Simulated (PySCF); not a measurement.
Compound: C₂H₈GeOSi.
Structure used (PBE0-D3(BJ)/def2-SVP), in Å, numbered top down from 1:
```
atom  x, y, z in Å
C1     3.0220    0.0090    0.2052
C2     1.7751    0.4777    0.1196
Ge3    0.1988   -0.6376    0.0365
O4    -1.1610    0.5047   -0.1097
Si5   -2.8037    0.3962   -0.2745
H6     3.2455   -1.0640    0.2347
H7     3.8891    0.6774    0.2499
H8     1.6011    1.5603    0.0911
H9     0.1875   -1.5617   -1.1995
H10   -0.0104   -1.4711    1.3181
H11   -3.4177   -0.3271    0.8847
H12   -3.1733   -0.3402   -1.5254
H13   -3.3619    1.7773   -0.3376
```

Theory: delta-SCF UKS SCAN, pcX-2 on the ionised atom, pcseg-1 elsewhere, spin-free X2C (PySCF 2.14.0). Each binding energy is the total energy of the core-ionised species, with the hole localised on one atom, minus that of the ground state; both are solved self-consistently, so orbital relaxation is included.

Some binding energies are withheld.

| atom(s) | bonded to | level | binding energy (eV) |
| --- | --- | --- | --- |
| C1 | C (double bond) and 2 H | C 1s | 290.69 |
| C2 | C (double bond), H and Ge | C 1s | 290.42 |
| O4 | Ge and Si | O 1s | 537.24 |
| Si5 | O and 3 H | Si 1s | ? |
| Si5 | O and 3 H | Si 2p3/2 | ? |

(1) What is the Si 1s binding energy of Si5?

(2) Fill in Si 2p3/2 for Si5.

Answers

(1) 1847.12 eV (oxygen-bound silicon).

(2) 107.20 eV (oxygen-bound silicon), with 2p1/2 at 107.82 eV.

Lowest listed C 1s: C2, bonded to C (double bond), H and Ge. Highest, 0.27 eV above it: C1, bonded to C (double bond) and 2 H. Summing the Pauling electronegativity differences to the bonded atoms, each weighted by its formal bond order, gives -0.89 for the lowest site and -0.70 for the highest.

Task: Which photon wavelength matches the Si 1s of Si5 threshold?

Result: λ = hc/E = 12398.42 eV Å / 1847.12 eV = 6.712 Å.

Spin–orbit and ligand-field terms were added within each 2p shell after the spin-free SCF. 2p1/2 minus 2p3/2 (ligand field included): Si 0.62 eV. No level of germanium is listed. One conformer (not necessarily the lowest) at the PBE0-D3(BJ)/def2-SVP geometry, without solvent, vibrations or thermal averaging.
